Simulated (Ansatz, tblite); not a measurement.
Removing an electron: [AgF4]- (AgF₄⁻). The state is a singlet with charge -1. Geometry: PBE0-D4/def2-SVPD. Ansatz, gas phase; energy differences of separate SCF runs; the oxidised species was run as a doublet alone.

```xyz
5

Ag    0.000    0.000    0.000
F     0.388    1.816    0.485
F    -1.286    0.618   -1.284
F    -0.388   -1.816   -0.485
F     1.286   -0.618    1.284
```

In the def2 sets Ag takes a core potential; there is no spin–orbit coupling. The xTB rows come from tblite. HOMO above LUMO, or a gap near zero within one spin, warns that the state may not be the lowest or that an electron is smeared out.

```tsv
level	−HOMO (eV)	vertical IE (eV)	−LUMO (eV)	HOMO–LUMO gap (eV)
GFN1-xTB	6.60	10.13	3.47	3.13
r2SCAN-D4/def2-TZVPD	3.18	6.51	0.61	2.58
PBE0-D4/def2-TZVPD	4.93	7.24	-0.14	5.07
```

(1) Estimate the rows for GFN2-xTB, PBE-D4/def2-TZVPD.

## Answers

(1) 
| level | −HOMO (eV) | vertical IE (eV) | −LUMO (eV) | HOMO–LUMO gap (eV) | remarks |
| --- | --- | --- | --- | --- | --- |
| GFN2-xTB | 7.46 | 11.04 | 5.08 | 2.38 | – |
| PBE-D4/def2-TZVPD | 2.76 | 6.16 | 0.53 | 2.23 | gap within one spin near zero (doublet) |

Run but left out: HF/def2-SVPD, MP2/def2-SVPD, CCSD/def2-SVPD, CCSD(T)/def2-SVPD (neutral doublet: ⟨S²⟩ 1.51, where a pure state has 0.75).  Raw xTB energy differences between charge states are shifted by several eV; the methods need an empirical correction for them.
